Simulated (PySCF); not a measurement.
SMILES [O]=[W](=[O])=[O] at its CAM-B3LYP/def2-SVP optimised geometry (Å):

```
4

W     -0.6026    -0.8192     0.0000
O      1.1139    -0.8192     0.0000
O     -1.1139     0.8192     0.0000
O     -1.1123    -1.5126     1.4848
```

Calculation: PySCF with CAM-B3LYP/def2-TZVP, def2 effective core potentials past Kr. The core electrons that the potentials of W replace are not part of the density. Cells within 0.4 Å of a nucleus heavier than hydrogen are left out (blank, or x).

Map of the deformation density (molecule minus spherical neutral atoms) (e/bohr³) on the plane z = 0.0 Å:

```
|444444444444444444444444444|
|444444444444444444444444444|
|444444444444444444444444444|
|444444444444444444444444444|
|444444444444444444444444444|
|444444444444444444444444444|
|444444444444444444444444444|
|444444444444444444444444444|
|444444446754444444444444444|
|44444445xx85444444444444444|
|44444445xxx5544444444444444|
|44444456xx87544444444444444|
|444444568986444444444444444|
|444444456532124454444444444|
|444444432001004665544444444|
|4444433223xx50487xx64444444|
|4444433239xxx049xxx74444444|
|4444433236xx60489xx54444444|
|444443332248414676544444444|
|444444333223224555444444444|
|444444433332233444444444444|
|444444443333334444444444444|
|444444444433344444444444444|
|444444444444444444444444444|
|444444444444444444444444444|
|444444444444444444444444444|
|444444444444444444444444444|
```
Scale: ten equal steps from -0.055 (start of '0') to 0.072 (end of '9'), in the order '0123456789'; x runs from -3.50 to 3.50, y from -3.50 (bottom) to 3.50 (top).
